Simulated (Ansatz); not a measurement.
Ansatz (a quantum-chemistry and plane-wave program) input (HF/6-31G* with LANL2DZ past Ar): The .json file joins the Basis Set Exchange's 6-31G* for atoms up to Ar and LANL2DZ past it.

Ansatz 0.2 input:
```yaml
crystal:
  periodic: [false, false, false]
  atoms:
    - {symbol: K, position_ang: [-0.00000000, -0.00000000, -0.65261700]}
    - {symbol: O, position_ang: [0.00000000, 0.00000000, 1.54996600]}
basis:
  gaussian:
    orbitals: 6-31Gs+LANL2DZ.json
hamiltonian:
  xc: {name: HF}
magnetization: {spin_polarized: true, initial_magnetization: 1}
relax: {f_tol: 0.003, max_steps: 120}
```

Output:

```
Functional definition: HF
integrals: 0.00 GiB planned
321 factors; integrals over basis functions are off by at most 1.9e-4 eV
mean field: 0.05 GiB planned
mean field evaluation 1: about -2791.0312 eV, gradient 2.1e1 eV
mean field evaluation 2: about -2791.0794 eV, gradient 2.1e1 eV
mean field evaluation 4: about -2792.9375 eV, gradient 1.0e0 eV
mean field evaluation 8: about -2792.9524 eV, gradient 2.8e-3 eV
mean field evaluation 16: about -2788.9995 eV, gradient 2.3e1 eV
mean field evaluation 32: about -2792.9193 eV, gradient 8.2e-2 eV
mean field evaluation 64: about -2791.6243 eV, gradient 1.8e0 eV
mean field evaluation 96: about -2791.7651 eV, gradient 2.4e0 eV
mean field evaluation 128: about -2792.8809 eV, gradient 7.2e-1 eV
mean field -2792.95235266 eV, -102.6391058293 hartree, gradient 8.1e-6 eV, S^2 0.758175; 3 other end points of the search recorded, 0 dependent functions left out
the calculation of the forces begins
reference -2792.95235266 eV, -102.6391058293 hartree; 9, 8 occupied and 18, 19 virtual orbitals, 321 factors
relax step   1: F+E_penalty+E_count = -2792.95235266 eV  Δ(F+E_penalty+E_count) = +0.000e0 eV  max|allowed force component| = 6.254e-1 eV/Å  Δτ_max = 0.0000 Å  (225 SCF iters, accepted)
these checks for a lower state are left out or cut short: starts, cluster_reference, orbital_swaps, neighbouring_geometries, increment
integrals: 0.00 GiB planned
321 factors; integrals over basis functions are off by at most 1.9e-4 eV
mean field: 0.05 GiB planned
mean field -2792.97224774 eV, -102.6398369600 hartree, gradient 9.0e-6 eV, S^2 0.758337; 0 other end points of the search recorded, 0 dependent functions left out
the calculation of the forces begins
reference -2792.97224774 eV, -102.6398369600 hartree; 9, 8 occupied and 18, 19 virtual orbitals, 321 factors
relax step   2: F+E_penalty+E_count = -2792.97224774 eV  Δ(F+E_penalty+E_count) = -1.990e-2 eV  max|allowed force component| = 3.425e-2 eV/Å  Δτ_max = 0.0357 Å  (58 SCF iters, accepted)
these checks for a lower state are left out or cut short: starts, cluster_reference, orbital_swaps, neighbouring_geometries, increment
integrals: 0.00 GiB planned
321 factors; integrals over basis functions are off by at most 1.9e-4 eV
mean field: 0.05 GiB planned
mean field evaluation 160: about -2792.9723 eV, gradient 2.1e-5 eV
mean field -2792.97232204 eV, -102.6398396905 hartree, gradient 5.2e-6 eV, S^2 0.758327; 0 other end points of the search recorded, 0 dependent functions left out
the calculation of the forces begins
reference -2792.97232204 eV, -102.6398396905 hartree; 9, 8 occupied and 18, 19 virtual orbitals, 321 factors
relax step   3: F+E_penalty+E_count = -2792.97232204 eV  Δ(F+E_penalty+E_count) = -7.430e-5 eV  max|allowed force component| = 6.079e-4 eV/Å  Δτ_max = 0.0022 Å  (45 SCF iters, accepted)
integrals: 0.00 GiB planned
321 factors; integrals over basis functions are off by at most 1.9e-4 eV
mean field: 0.05 GiB planned
mean field evaluation 192: about -2792.9706 eV, gradient 4.7e-3 eV
mean field evaluation 224: about -2792.1330 eV, gradient 5.9e-1 eV
mean field evaluation 256: about -2790.4823 eV, gradient 2.4e0 eV
mean field evaluation 288: about -2792.0350 eV, gradient 2.6e0 eV
mean field evaluation 320: about -2792.9723 eV, gradient 1.6e-4 eV
mean field -2792.97232204 eV, -102.6398396905 hartree, gradient 5.2e-6 eV, S^2 0.758327; 4 other end points of the search recorded, 0 dependent functions left out
the calculation of the forces begins
reference -2792.97232204 eV, -102.6398396905 hartree; 9, 8 occupied and 18, 19 virtual orbitals, 321 factors
Total energy: -2792.97232204 eV, -102.6398396905 hartree
Atom 0 at     0.000000    -0.000000    -0.686165 Å, force     0.000000    -0.000000    -0.000608 eV/Å
Atom 1 at    -0.000000     0.000000     1.583514 Å, force     0.000000    -0.000000     0.000608 eV/Å
Dipole moment:    -0.000000     0.000000    -2.032068 e Å
```

The geometry given is a B3LYP-D3(BJ)/def2-TZVP minimum.
